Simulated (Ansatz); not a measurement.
Cu12S, 13 atoms. Hardware: 2 threads of AMD EPYC 7R13 on a shared host and a share (18 GiB) of an NVIDIA H100 80GB HBM3.

Correlated methods freeze 113 core orbitals. Single mean-field runs in def2-TZVP are fitted with def2-universal-jkfit.

Task: How many basis functions does each of these Ansatz runs have, and roughly what does it cost? B3LYP-D4/def2-TZVP, charge 0 singlet, energy, from earlier orbitals; r2SCAN-D4/def2-SVP, charge 0 singlet, relaxation, 34 steps; PBE-D4/def2-SVP, charge 0 singlet, energy, from earlier orbitals; PBE0-D4/def2-SVP, charge 0 singlet, energy, from earlier orbitals; MP2/def2-SVP, charge 0 singlet, energy, from earlier orbitals; PBE0-D4/def2-TZVP, charge 0 singlet, energy, from earlier orbitals; PBE-D4/def2-TZVP, charge 0 singlet, energy and forces, from earlier orbitals; r2SCAN-D4/def2-TZVP, charge 0 singlet, energy, from earlier orbitals; RPA@PBE/def2-SVP, charge 0 singlet, energy, from earlier orbitals.

Result: Other jobs shared the machine, so times can vary by a factor of up to 3.

```csv
run,functions,fitting or Cholesky vectors,wall time,peak host memory (GiB)
"PBE-D4/def2-SVP, charge 0 singlet, energy, from earlier orbitals",390,4813,6.5 s,1.1
"PBE0-D4/def2-SVP, charge 0 singlet, energy, from earlier orbitals",390,4310,7 s,1.1
"B3LYP-D4/def2-TZVP, charge 0 singlet, energy, from earlier orbitals",577,3296,7.5 s,1.1
"r2SCAN-D4/def2-TZVP, charge 0 singlet, energy, from earlier orbitals",577,3296,9 s,1.1
"PBE-D4/def2-TZVP, charge 0 singlet, energy and forces, from earlier orbitals",577,3296,9.5 s,1.1
"PBE0-D4/def2-TZVP, charge 0 singlet, energy, from earlier orbitals",577,3296,12 s,1.1
"MP2/def2-SVP, charge 0 singlet, energy, from earlier orbitals",390,4310,13 s,1.1
"RPA@PBE/def2-SVP, charge 0 singlet, energy, from earlier orbitals",390,4310,16 s,2.3
"r2SCAN-D4/def2-SVP, charge 0 singlet, relaxation, 34 steps",390,4813,3.1 min,1.2
```
